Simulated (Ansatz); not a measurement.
A CCSD(T) single point on `C[N]=[Ta]([NH2])([NH2])[NH2]`.

```yaml
crystal:
  periodic: [false, false, false]
  atoms:
    - {symbol: C, position_ang: [-0.928463, -1.310995, -2.012607]}
    - {symbol: N, position_ang: [-0.417591, -0.589591, -0.905222]}
    - {symbol: Ta, position_ang: [0.221018, 0.312367, 0.479243]}
    - {symbol: N, position_ang: [0.798673, 2.116859, -0.169228]}
    - {symbol: N, position_ang: [-1.239414, 0.476632, 1.839601]}
    - {symbol: N, position_ang: [1.774966, -0.709697, 1.221606]}
    - {symbol: H, position_ang: [-0.174740, -1.988851, -2.432016]}
    - {symbol: H, position_ang: [-1.796140, -1.919514, -1.729176]}
    - {symbol: H, position_ang: [-1.248407, -0.637318, -2.817146]}
    - {symbol: H, position_ang: [0.841995, 2.939973, 0.414745]}
    - {symbol: H, position_ang: [0.916903, 2.384384, -1.133972]}
    - {symbol: H, position_ang: [-2.216055, 0.285012, 1.679182]}
    - {symbol: H, position_ang: [-1.078692, 0.592559, 2.830130]}
    - {symbol: H, position_ang: [2.011210, -1.663937, 0.998224]}
    - {symbol: H, position_ang: [2.534738, -0.287893, 1.736626]}
basis:
  gaussian: {orbitals: def2-TZVPP}
correlation: {method: ccsd_t}
```

```sh
$ ansatz run in.yaml --threads 2 --pin off --events-out ev --progress --plain --max-ram 32768MiB --backend cuda --devices 0, --max-vram 18GiB
```

The program prints (abridged):

```
Functional definition: HF
2018 factors; integrals over basis functions are off by at most 1.2e-3 eV
mean field evaluation 1: about -8629.9668 eV, gradient 7.4e1 eV
mean field evaluation 2: about -8630.1792 eV, gradient 7.4e1 eV
mean field evaluation 4: about -8640.4086 eV, gradient 1.3e1 eV
mean field evaluation 8: about -8640.8000 eV, gradient 8.8e-1 eV
mean field evaluation 16: about -8640.8023 eV, gradient 1.9e-6 eV
mean field -8640.80230874 eV, -317.5436278999 hartree, gradient 1.8e-6 eV, S^2 0.000000; 0 other end points of the search recorded, 0 dependent functions left out
5 core orbitals not correlated: weight in the atoms' cores, before any rotation towards them, 1.000 or more for the frozen orbitals, at most 0.000 for the correlated occupied ones
reference -8640.80230874 eV, -317.5436278999 hartree; 23, 23 occupied and 309, 309 virtual orbitals, 2018 factors
second order -39.67631502 eV of doubles, -0.00000000 eV of singles
cycle   1  -38.34865716 eV  change     1.3e0 eV  update   2.1e-1
cycle   2  -39.45409337 eV  change    -1.1e0 eV  update   1.0e-1
cycle   3  -39.80618993 eV  change   -3.5e-1 eV  update   3.6e-2
cycle   4  -39.81820757 eV  change   -1.2e-2 eV  update   1.4e-2
cycle   5  -39.80175348 eV  change    1.6e-2 eV  update   4.6e-3
cycle   6  -39.80367992 eV  change   -1.9e-3 eV  update   2.1e-3
cycle   7  -39.80338280 eV  change    3.0e-4 eV  update   6.9e-4
cycle   8  -39.80309042 eV  change    2.9e-4 eV  update   2.7e-4
cycle   9  -39.80322593 eV  change   -1.4e-4 eV  update   9.3e-5
cycle  10  -39.80325647 eV  change   -3.1e-5 eV  update   3.9e-5
perturbative correction -1.90430938 eV, -0.0699820790 hartree
Total energy: -8682.50987459 eV, -319.0763526746 hartree
```

It took 21 s on 2 threads of an AMD EPYC 7R13 on a shared host and a share of an NVIDIA H100 80 GB, with 0.86 GiB of host memory at the peak.

The correlation energy is -41.708 eV, 4.6 % of it from (T); the T1 diagnostic reads 0.0175.
